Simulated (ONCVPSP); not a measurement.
# Ga (Z = 31): one change to an ONCV potential, before and after

gallium, optimised norm-conserving Vanderbilt (ONCV), made with ONCVPSP 4.0.1 (LDA (Perdew-Zunger), scalar-relativistic). Core [Ar], reference 3d10 4s2 4p1. Waves: 4s: rc 1.60 bohr, ncon 4, nbas 7, qcut 4.8 1/bohr, 2 projectors, debl 1.1 Ha; 4p: rc 2.25 bohr, ncon 3, nbas 6, qcut 3.9 1/bohr, 1 projector; 3d: rc 1.05 bohr, ncon 4, nbas 9, qcut 15.8 1/bohr, 2 projectors, debl 2.9 Ha. Local part: polynomial inside 0.95 bohr (lpopt 5, dvloc0 6 Ha). Core correction: none.

Change: all radii scaled by about 0.94 (s 1.50, p 2.12, d 1.00 bohr); local potential polynomial inside 0.90 bohr (lpopt 5, dvloc0 6 Ha).

Cutoffs: the cutoffs (Ha) at which the residual kinetic energy of the hardest occupied pseudo-wave falls to 1 and 0.1 mHa per electron; they do not see the model core or the augmentation charge, which bear on the density cutoff. Errors are all-electron minus pseudo energies relative to the spin-unpolarised reference configuration.

Q: What does the change do?

A: The potential gets neither clearly harder nor softer (96 Ha and 107 Ha → 100 Ha and 111 Ha); both files keep a bound ghost (s); the lowest positive-energy flag moves from s at 127.2 eV to s at 0.5 eV; of the 3 tests that both files solve, the error grows in 0 and shrinks in 1 by more than 15 % and 0.3 meV (median size 1.2 → 0.9 meV).

| quantity | base | changed |
| --- | --- | --- |
| cutoff, loose | 96 Ha | 100 Ha |
| cutoff, tight | 107 Ha | 111 Ha |
| loose cutoff by channel | s 7.6 Ha, p 2.7 Ha, d 96 Ha | s 7.9 Ha, p 3.1 Ha, d 100 Ha |
| bound ghosts | s | s |
| GHOST(+) flags under 300 eV | s at 127.2 eV | s at 0.5 eV |
| tests with a reliable result | 3 of 4 | 3 of 4 |
| error for 3d10 4s2 4p0, meV [ΔE 5.89 eV] | -1.2 | -0.9 |
| error for 3d10 4s1 4p0, meV [ΔE 27.39 eV] | -6.0 | -3.9 |
| error for 3d10 4s2 4p0.5, meV [ΔE 2.12 eV] | -0.1 | -0.1 |

 A true bound ghost makes a file unfit for plane-wave use even where its test errors are small: the radial tests pick states by their node count and pass the ghost by.
